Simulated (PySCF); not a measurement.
Solvent effects on NMR parameters

Structure with atom numbers: `[CH2:1]=[CH:2][B@@H-:3]1[O:4][CH:5]=[CH:6][CH:7]=[O+:8]1`. Each H is labelled by its parent atom. Ha(C1) is cis to B3; Hb(C1) is trans to B3.

GIAO PBE0/pcSseg-1 in PySCF 2.14 on one PBE0-D3(BJ)/def2-SVP conformer, non-relativistic, equivalent nuclei averaged. Solvents enter as an IEF-PCM continuum (benzene with ε = 2.3, tetrahydrofuran with ε = 7.4) around the gas-phase geometry. Shifts are referred to TMS, BF3·OEt2 computed in the same medium.

Gas phase, δ in ppm: C7 186.8, C5 185.8, C2 151.6, C1 129.5, C6 106.6, B3 2.7, H(C7) 7.89, H(C5) 7.66, H(C2) 6.20, Hb(C1) 5.80, H(C6) 5.44, Ha(C1) 5.41, H(B3) 4.31. Dipole moment 4.44 D.

Q: How does each δ change in the continuum?

A: 
```tsv
atoms	environment	Δδ, benzene	Δδ, tetrahydrofuran
C7	aldehyde carbonyl carbon	+1.5	+2.8
C5	alkene carbon bearing oxygen	+1.5	+2.8
C2	alkene CH	+0.8	+1.3
C1	terminal =CH2 carbon	+0.5	+1.3
C6	β carbon of an enol-ether or enamine type C=C	+1.1	+2.0
B3	boron bonded to C, 2 O, H, in a 6-membered ring	-0.2	-0.3
H(C7)	hydrogen on an aldehyde carbonyl carbon	+0.12	+0.23
H(C5)	hydrogen on an alkene carbon bearing oxygen	+0.13	+0.24
H(C2)	hydrogen on an alkene CH	+0.03	+0.05
Hb(C1)	hydrogen on a terminal =CH2 carbon	+0.03	+0.07
H(C6)	hydrogen on a β carbon of an enol-ether or enamine type C=C	+0.25	+0.46
Ha(C1)	hydrogen on a terminal =CH2 carbon	+0.06	+0.14
H(B3)	hydrogen on a boron bonded to C, 2 O, in a 6-membered ring	-0.15	-0.27
```

Changes are relative to the gas phase. The dipole moment becomes 5.00 D in benzene, 5.49 D in tetrahydrofuran.

Q: Which of the listed nuclei move most (in ppm), and what does the model miss? (N and O are left out, as their reference compounds move with the solvent too.)

A: C7 (aldehyde carbonyl carbon, +2.8 ppm) and C5 (alkene carbon bearing oxygen, +2.8 ppm) in tetrahydrofuran. A continuum only polarises the solute; specific hydrogen bonds, the anisotropy of aromatic solvents and changes of geometry or conformer are outside it.
